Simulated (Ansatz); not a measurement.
C$_{2}$H$_{8}$BIn, SMILES `C[B](C)[InH2]`, 12 atoms. Total charge 0; spin multiplicity 1. Correlated methods include outer-core shells of In, which these sets cover unevenly. In takes the def2 core potential. All runs use 4 threads of an INTEL XEON PLATINUM 8581C on a shared host. Correlated methods freeze the cores.

**Question.** Give the basis size and wall time and peak host memory of each of these runs in Ansatz. RKS PBE0-D4/def2-TZVP relaxation (20 steps); RKS ωB97M-V/def2-SVP energy; RHF-MP2/def2-QZVPP energy; RKS PBE0-D4/def2-TZVP frequencies; RKS r2SCAN0-D4/def2-TZVPP energy; RKS PBE0-D4/def2-SVP energy; RKS r2SCANh-D4/def2-TZVPP energy; RKS PBE-D4/def2-TZVPP energy and forces; direct RPA on PBE orbitals/def2-TZVPP energy; RKS PBE0-D4/def2-QZVPP energy; RKS ωB97M-V/def2-QZVPP energy; RHF-CCSD(T)/def2-TZVPP energy. (Estimate.)

**Answer.** Computed: Other jobs shared the machine, so times are rough.

| level | job | functions | wall time | peak host memory (GiB) |
| --- | --- | --- | --- | --- |
| RKS PBE0-D4/def2-SVP | energy | 108 | 0.6 s | 0.25 |
| RKS PBE-D4/def2-TZVPP | energy and forces | 255 | 1.4 s | 0.33 |
| RKS ωB97M-V/def2-SVP | energy | 108 | 2 s | 0.35 |
| RKS r2SCANh-D4/def2-TZVPP | energy | 255 | 2.1 s | 0.63 |
| RKS r2SCAN0-D4/def2-TZVPP | energy | 255 | 2.2 s | 0.65 |
| direct RPA on PBE orbitals/def2-TZVPP | energy | 255 | 3.5 s | 0.75 |
| RKS PBE0-D4/def2-QZVPP | energy | 493 | 4.4 s | 1.6 |
| RKS ωB97M-V/def2-QZVPP | energy | 493 | 9.5 s | 2.1 |
| RHF-MP2/def2-QZVPP | energy | 493 | 14 s | 3.2 |
| RKS PBE0-D4/def2-TZVP | relaxation (20 steps) | 191 | 35 s | 0.52 |
| RHF-CCSD(T)/def2-TZVPP | energy | 255 | 70 s | 6.2 |
| RKS PBE0-D4/def2-TZVP | frequencies | 191 | 96 s | 0.52 |
